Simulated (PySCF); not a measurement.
**Two-photon absorption: `O=C/C=C([SiH3])\C=C/[O-]`, [C$_{5}$H$_{7}$O$_{2}$Si]-, charge -1**

Geometry:
```json
{"atom": "O1", "x (Å)": "2.976", "y (Å)": "-2.239", "z (Å)": "0.604"}
{"atom": "C2", "x (Å)": "2.259", "y (Å)": "-1.265", "z (Å)": "0.360"}
{"atom": "C3", "x (Å)": "0.848", "y (Å)": "-1.250", "z (Å)": "0.299"}
{"atom": "C4", "x (Å)": "0.058", "y (Å)": "-0.162", "z (Å)": "0.033"}
{"atom": "Si5", "x (Å)": "-1.844", "y (Å)": "-0.265", "z (Å)": "-0.012"}
{"atom": "C6", "x (Å)": "0.504", "y (Å)": "1.143", "z (Å)": "-0.235"}
{"atom": "C7", "x (Å)": "-0.490", "y (Å)": "2.054", "z (Å)": "-0.466"}
{"atom": "O8", "x (Å)": "-1.722", "y (Å)": "1.738", "z (Å)": "-0.439"}
{"atom": "H9", "x (Å)": "2.756", "y (Å)": "-0.287", "z (Å)": "0.168"}
{"atom": "H10", "x (Å)": "0.356", "y (Å)": "-2.197", "z (Å)": "0.485"}
{"atom": "H11", "x (Å)": "-2.004", "y (Å)": "-1.750", "z (Å)": "0.303"}
{"atom": "H12", "x (Å)": "-2.541", "y (Å)": "0.243", "z (Å)": "1.183"}
{"atom": "H13", "x (Å)": "-2.450", "y (Å)": "-0.305", "z (Å)": "-1.354"}
{"atom": "H14", "x (Å)": "1.541", "y (Å)": "1.445", "z (Å)": "-0.264"}
{"atom": "H15", "x (Å)": "-0.251", "y (Å)": "3.105", "z (Å)": "-0.687"}
```

Total charge -1.

Computed with TDDFT PBE0/def2-SVPD excited states, vertical, gas phase in PySCF 2.14.0. Geometry: GFN2-xTB.

For a gas-phase anion, states above the detachment energy (about 1.8 eV, taken as minus the energy of the highest occupied orbital) lie in the continuum and depend on the basis.

(1) Give the one- and two-photon strengths of the lowest singlets.

## Answers

(1) δ for parallel linear polarisation; σ at the peak of a Lorentzian of half width 0.1 eV, single beam; Ω is circular over linear.
```csv
state,E (eV),f,photon λ (nm),δ (au),σ (GM),Ω,main
S1,3.62,0.001,685,0.7,0.00,1.27,"HOMO−2→LUMO 0.79, HOMO−1→LUMO 0.17"
S2,3.67,0.418,675,99.3,0.49,0.62,HOMO→LUMO 0.96
S3,3.99,0.001,622,4.5,0.03,1.50,"HOMO−1→LUMO 0.81, HOMO−2→LUMO 0.17"
S4,4.75,0.004,522,94.3,0.78,1.50,HOMO→LUMO+1 0.97
S5,5.33,0.001,465,4.73,0.05,1.50,"HOMO→LUMO+2 0.88, HOMO→LUMO+5 0.11"
```

Among these, the strongest one-photon state is S2, the strongest two-photon state S4.
